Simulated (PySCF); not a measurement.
Isomers of C4H10O3Si, one GFN2-xTB conformer each. Single-point energies are computed at PBE0/pcSseg-1 (PySCF, gas phase, no added dispersion term), electronic only.

```
                SMILES  GFN2-xTB relative energy (kJ/mol)
      COC[SiH2]OC(C)=O                               54.3
     CO[SiH](OC)C(C)=O                               18.2
    CO/C=C(\OC)O[SiH3]                              104.0
COC(=O)[C@H](C)O[SiH3]                                0.0
```

Conformers: `[CH3:1][O:2][CH2:3][SiH2:4][O:5][C:6]([CH3:7])=[O:8]` with C1–O2–C3–Si4 180°, O2–C3–Si4–O5 -76°, C3–Si4–O5–C6 176°, Si4–O5–C6–C7 -178°; `[CH3:1][O:2][SiH:3]([O:4][CH3:5])[C:6]([CH3:7])=[O:8]` with C1–O2–Si3–O4 -167°, O2–Si3–O4–C5 -60°, O2–Si3–C6–C7 -128°; `[CH3:1][O:2]/[CH:3]=[C:4](\[O:5][CH3:6])[O:7][SiH3:8]` with C1–O2–C3–C4 151°, C3–C4–O5–C6 -10°, C3–C4–O7–Si8 -178°; `[CH3:1][O:2][C:3](=[O:4])[C@H:5]([CH3:6])[O:7][SiH3:8]` with C1–O2–C3–O4 -1°, O2–C3–C5–C6 -74°, C3–C5–O7–Si8 24°.

Q: What does PBE0/pcSseg-1 give for the same structures?

A: 
```
                SMILES  PBE0/pcSseg-1 E (Eh)  PBE0/pcSseg-1 (kJ/mol)  GFN2-xTB (kJ/mol)  point group
     CO[SiH](OC)C(C)=O            -673.05275                     0.0               18.2           C1
      COC[SiH2]OC(C)=O            -673.03861                    37.1               54.3           C1
COC(=O)[C@H](C)O[SiH3]            -673.03422                    48.7                0.0           C1
    CO/C=C(\OC)O[SiH3]            -672.96486                   230.8              104.0           C1
```

GFN2-xTB puts COC(=O)[C@H](C)O[SiH3] lowest instead; measured from each level's own lowest isomer, the values differ by up to 126.8 kJ/mol (CO/C=C(\OC)O[SiH3]: 104.0 against 230.8). As drawn, the lowest has a C=O bond and an Si–C bond, which the highest lacks; the highest has a C=C bond outside aromatic rings, which the lowest lacks.

Q: Which frontier levels, dipoles and rotational constants go with these structures?

A: 
| SMILES | HOMO (eV, PBE0/pcSseg-1) | LUMO (eV) | dipole (D) | A, B, C (MHz) |
| --- | --- | --- | --- | --- |
| CO[SiH](OC)C(C)=O | -6.56 | -0.94 | 2.31 | 1885, 1510, 903.1 |
| COC[SiH2]OC(C)=O | -7.55 | 0.20 | 3.13 | 3718, 770.4, 678.5 |
| COC(=O)[C@H](C)O[SiH3] | -7.90 | -0.09 | 3.51 | 2984, 1156, 910.9 |
| CO/C=C(\OC)O[SiH3] | -5.54 | 0.63 | 1.69 | 3499, 902.5, 736.6 |
